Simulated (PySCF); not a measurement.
Input file for PySCF: R-B3LYP/LANL2DZ on GaH4NO (SMILES [NH2][GaH][OH]), a point of a torsion scan.

```python
from pyscf import gto, scf, dft, mp
from pyscf.data.elements import chemcore

mol = gto.M(
    atom='''
    N     1.29971670   -0.40595553    0.07731622
    Ga   -0.01263493    0.85810825    0.00639903
    O    -0.12471126    1.63203008   -1.52779960
    H     1.79688304   -0.63315471    0.92959776
    H     1.96272369   -0.38954979   -0.69205002
    H    -0.98868466    1.16032023    1.14488728
    H    -0.71199107    2.23985353   -1.96755834
    ''',
    basis='lanl2dz',
    ecp={'Ga': 'lanl2dz'},
    charge=0, spin=0, verbose=3, max_memory=1800)
mf = dft.RKS(mol, xc='b3lyp')
mf.conv_tol = 1e-8
mf.max_cycle = 100
mf.kernel()
if not mf.converged:
    mf = mf.newton().run(mf.mo_coeff, mf.mo_occ)
```

Output:

```
converged SCF energy = -134.496173063569
```

The calculation finished and met its thresholds.

Cost: about 3 core-seconds (a rough figure).
